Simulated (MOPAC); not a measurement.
MOPAC input (AM1):

```
AM1 PRECISE GNORM=0.05 LET XYZ CHARGE=-1 GEO-OK AUX(PRECISION=9) THREADS=1
H5BN

B    -0.96835656 1    0.06020399 1   -0.08290159 1
N     0.62979045 1   -0.10333295 1   -0.00929991 1
H    -1.26015208 1    1.19350843 1   -0.42878227 1
H    -1.46944059 1   -0.21032217 1    0.99639791 1
H     0.81895399 1   -1.07746645 1    0.19117144 1
H     1.35798315 1    0.47421006 1    0.66652686 1
H     0.98590517 1    0.04238085 1   -0.94570660 1
```

Output:

```
 *******************************************************************************
 **                                                                           **
 **                              MOPAC v23.2.5                                **
 **                                                                           **
 *******************************************************************************
 ** MOPAC's Digital Object Identifier: https://doi.org/10.5281/zenodo.6511958 **
 **                                                                           **
 ** Please cite the open-source release paper for use of this MOPAC version:  **
 ** J. E. Moussa and J. J. P. Stewart (2026)                                  **
 ** MOPAC: An open-source semiempirical molecular orbital program             **
 ** J. Open Source Softw., 11(119), 8025, https://doi.org/10.21105/joss.08025 **
 *******************************************************************************

                              AM1 CALCULATION RESULTS

 *******************************************************************************
 *  AM1        - The AM1 Hamiltonian to be used
 *  GEO-OK     - OVERRIDE INTERATOMIC DISTANCE AND OTHER SAFETY CHECKS
 *
 *
 *
 *                 CHARGE ON SYSTEM = -1
 *
 *
 *
 *  LET        - OVERRIDE SOME SAFETY CHECKS
 *  PRECISE    - TIGHTER CRITERIA TO BE USED
 *  XYZ        - CARTESIAN COORDINATE SYSTEM TO BE USED
 *  GNORM      - EXIT WHEN GRADIENT NORM DROPS BELOW 0.050
 *  AUX        - OUTPUT AUXILIARY INFORMATION
 *******************************************************************************
AM1 PRECISE GNORM=0.05 LET XYZ CHARGE=-1 GEO-OK AUX(PRECISION=9) THREADS=1
 H5BN

   ATOM   CHEMICAL          X               Y               Z
  NUMBER   SYMBOL      (ANGSTROMS)     (ANGSTROMS)     (ANGSTROMS)

     1       B         -0.96835656  *   0.06020399  *  -0.08290159  *
     2       N          0.62979045  *  -0.10333295  *  -0.00929991  *
     3       H         -1.26015208  *   1.19350843  *  -0.42878227  *
     4       H         -1.46944059  *  -0.21032217  *   0.99639791  *
     5       H          0.81895399  *  -1.07746645  *   0.19117144  *
     6       H          1.35798315  *   0.47421006  *   0.66652686  *
     7       H          0.98590517  *   0.04238085  *  -0.94570660  *

          CARTESIAN COORDINATES

    NO.       ATOM           X           Y           Z

     1         B         -0.9684      0.0602     -0.0829
     2         N          0.6298     -0.1033     -0.0093
     3         H         -1.2602      1.1935     -0.4288
     4         H         -1.4694     -0.2103      0.9964
     5         H          0.8190     -1.0775      0.1912
     6         H          1.3580      0.4742      0.6665
     7         H          0.9859      0.0424     -0.9457

  H: (AM1): M.J.S. DEWAR ET AL, J. AM. CHEM. SOC. 107 3902-3909 (1985)
  B: (AM1): M.J.S. DEWAR ET AL, ORGANOMETALLICS, 7, 513-521 (1988)
  N: (AM1): M.J.S. DEWAR ET AL, J. AM. CHEM. SOC. 107 3902-3909 (1985)

           Empirical Formula: H5 N B  =     7 atoms

      MOLECULAR POINT GROUP   :   Cs

      RHF CALCULATION, NO. OF DOUBLY OCCUPIED LEVELS = 7

          Geometry optimization using EF

          DIAGONAL MATRIX USED AS START HESSIAN

 CYCLE:     1  GRAD.:    95.236 HEAT:  70.20262
 CYCLE:     2  GRAD.:   149.216 HEAT:  72.00779
 CYCLE:     3  GRAD.:   116.679 HEAT:  68.73929
 CYCLE:     4  GRAD.:   130.859 HEAT:  70.55368
 CYCLE:     5  GRAD.:    85.922 HEAT:  67.78861
 CYCLE:     6  GRAD.:    79.616 HEAT:  66.43927
 CYCLE:     7  GRAD.:    16.165 HEAT:  63.45352
 CYCLE:     8  GRAD.:     7.792 HEAT:  63.35378
 CYCLE:     9  GRAD.:     7.322 HEAT:  63.35004
 CYCLE:    10  GRAD.:     1.112 HEAT:  63.32564
 CYCLE:    11  GRAD.:     0.694 HEAT:  63.32432
 CYCLE:    12  GRAD.:     0.401 HEAT:  63.32332
 CYCLE:    13  GRAD.:     0.446 HEAT:  63.32243
 CYCLE:    14  GRAD.:     2.703 HEAT:  63.32410
 CYCLE:    15  GRAD.:     0.095 HEAT:  63.32230
 CYCLE:    16  GRAD.:     0.043 HEAT:  63.32230

     GRADIENT =  0.04332 IS LESS THAN CUTOFF =  0.05000

 -------------------------------------------------------------------------------
 AM1 PRECISE GNORM=0.05 LET XYZ CHARGE=-1 GEO-OK AUX(PRECISION=9) THREADS=1
 H5BN

     GEOMETRY OPTIMISED USING EIGENVECTOR FOLLOWING (EF).
     SCF FIELD WAS ACHIEVED

                              AM1 CALCULATION
                                                       MOPAC v23.2.5 Linux

          FINAL HEAT OF FORMATION =         63.32230 KCAL/MOL =     264.94050 KJ/MOL

          COSMO AREA              =         74.56 SQUARE ANGSTROMS
          COSMO VOLUME            =         55.51 CUBIC ANGSTROMS

          GRADIENT NORM           =          0.04332          =       0.01638 PER ATOM
          IONIZATION POTENTIAL    =         -0.819423 EV
          HOMO LUMO ENERGIES (EV) =          0.819  8.509
          NO. OF FILLED LEVELS    =          7
          MOLECULAR WEIGHT        =         29.8562         POINT GROUP:  Cs

          MOLECULAR DIMENSIONS (Angstroms)

            Atom       Atom       Distance
            H     7    H     4     3.03992
            H     3    H     5     2.87942
            B     1    H     6     1.80236

          SCF CALCULATIONS        =         17

   ATOM   CHEMICAL          X               Y               Z
  NUMBER   SYMBOL      (ANGSTROMS)     (ANGSTROMS)     (ANGSTROMS)

     1       B         -0.88801279  *   0.01082520  *  -0.11975365  *
     2       N          0.59437326  *  -0.07964354  *   0.00883639  *
     3       H         -1.23065118  *   1.18546211  *  -0.36417936  *
     4       H         -1.42988998  *  -0.15092233  *   0.99254697  *
     5       H          0.73626440  *  -1.05900049  *   0.21431200  *
     6       H          1.32070488  *   0.44241817  *   0.62973433  *
     7       H          0.90573025  *   0.07775537  *  -0.93972763  *

                             CARTESIAN COORDINATES

   1    B       -0.888012795     0.010825200    -0.119753645
   2    N        0.594373261    -0.079643536     0.008836389
   3    H       -1.230651183     1.185462114    -0.364179363
   4    H       -1.429889982    -0.150922326     0.992546972
   5    H        0.736264399    -1.059000487     0.214312000
   6    H        1.320704880     0.442418174     0.629734331
   7    H        0.905730246     0.077755373    -0.939727633

           Empirical Formula: H5 N B  =     7 atoms

      MOLECULAR POINT GROUP   :   Cs

                  EIGENVALUES
 -28.78679 -13.10912 -11.28322 -10.26906  -6.17330  -2.54439   0.81942   8.50866
  10.19748  10.63826  12.54619  13.20314  13.77158

              NET ATOMIC CHARGES AND DIPOLE CONTRIBUTIONS

  ATOM NO.   TYPE          CHARGE      No. of ELECS.   s-Pop       p-Pop
    1          B          -0.525460        3.5255     1.59196     1.93350
    2          N           0.051829        4.9482     1.57517     3.37300
    3          H          -0.294967        1.2950     1.29497
    4          H          -0.294983        1.2950     1.29498
    5          H           0.114969        0.8850     0.88503
    6          H          -0.166357        1.1664     1.16636
    7          H           0.114968        0.8850     0.88503
 DIPOLE           X         Y         Z       TOTAL
 POINT-CHG.     5.854    -2.488    -1.592     6.557
 HYBRID         0.461     1.001     1.054     1.525
 SUM            6.315    -1.487    -0.538     6.510

          ATOMIC ORBITAL ELECTRON POPULATIONS

     Atom    s        px        py        pz
    1  B   1.59196   0.49283   0.73620   0.70446
    2  N   1.57517   1.21476   1.09183   1.06640
    3  H   1.29497
    4  H   1.29498
    5  H   0.88503
    6  H   1.16636
    7  H   0.88503

 **********************
 *                    *
 * JOB ENDED NORMALLY *
 *                    *
 **********************

 == MOPAC DONE ==
```

The dipole moment of an ion depends on the origin.

The geometry given is a B3LYP-D3(BJ)/def2-TZVP minimum.
